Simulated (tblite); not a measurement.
Compound: C4H7OPS.
Structure used (GFN2-xTB), in Å, numbered top down from 1:
```xyz
14
C4H7OPS angstrom
C      2.4934   -0.3468    0.2914
O      1.2566   -0.9013   -0.1248
C      0.1979   -0.1391    0.0718
C     -1.1261   -0.0897   -0.1610
C     -2.2380   -0.8398   -0.7743
P     -0.5048    1.4514    0.5679
S     -0.2377    3.1865   -0.2383
H      3.2349   -1.1362    0.1881
H      2.4425   -0.0183    1.3342
H      2.7643    0.5038   -0.3410
H     -2.7949   -0.1956   -1.4540
H     -2.9266   -1.1950   -0.0074
H     -1.8449   -1.6923   -1.3254
H     -0.7173    1.4120    1.9506
```

Level: GFN2-xTB in tblite, geometry and Hessian alike; calculated harmonic values, unscaled, isolated species. Against measured fundamentals such values can be off by several per cent, at times by over 20. Modes of hydrogen on phosphorus can be 10 to 20 % off. One conformer, not necessarily the lowest.

Harmonic wavenumbers (cm⁻¹): 50.3, 83.1, 94.0, 120.7, 134.7, 171.7, 234.6, 289.5, 406.4, 446.6, 542.0, 573.0, 658.6, 756.5, 870.9, 927.7, 1016.3, 1021.7, 1079.5, 1122.1, 1149.0, 1243.2, 1383.7, 1401.0, 1449.5, 1455.3, 1460.9, 1464.4, 1775.5, 2182.2, 2949.2, 2962.4, 2995.6, 3013.0, 3022.0, 3040.1.

A = 2056, B = 1389, C = 901.6 MHz; mass 133.996 u (most abundant isotopes); point group C1, symmetry number 1.

What is the zero-point energy?

½Σν̃ = 21773 cm⁻¹ = 260.47 kJ/mol.

What is S at 350 K and 1 bar for an ideal gas of classical rigid rotors and harmonic oscillators?

Translation 173.27, rotation 124.23, vibration 135.40: S = 432.9 J/(mol K).

And Cp and H(350 K) − H(0)?

Cp = 152.27 J/(mol K), of which vibrations give 119.01 (their classical limit is 36 R = 299.3); H(350 K) − H(0) = 35.11 kJ/mol without the zero-point energy, 23.47 from vibrations.

How do the functions run with temperature in this model?

```
 T (K)  S (J/(mol K))  Cp (J/(mol K))  H − H(0) (kJ/mol)  G − H(0) (kJ/mol)  ln q(vib)
    50          246.2            58.3               2.13             -10.18       0.49
   100          294.4            81.1               5.67             -23.77       1.82
298.15          409.6           138.3              27.58             -94.55       7.00
373.15          442.8           158.3              38.71            -126.54       8.75
   500          493.5           188.0              60.74            -185.99      11.53
   750          578.4           230.6             113.46            -320.32      16.54
  1000          648.8           258.6             174.85            -473.98      21.03
```

q(vib) and H(0) count from the zero-point level.

Which modes carry the vibrational entropy at 350 K?

50.3 cm⁻¹: 21.43; 83.1 cm⁻¹: 17.29; 94.0 cm⁻¹: 16.27; 120.7 cm⁻¹: 14.23; 134.7 cm⁻¹: 13.33; 171.7 cm⁻¹: 11.38 J/(mol K); the other 30 give 41.47 together.

Hindered rotation and anharmonicity are outside this model. Other conformers, if any are populated, would add a mixing term that is left out. The structure is chiral; the term R ln 2 for an equal mix with its mirror image is left out.
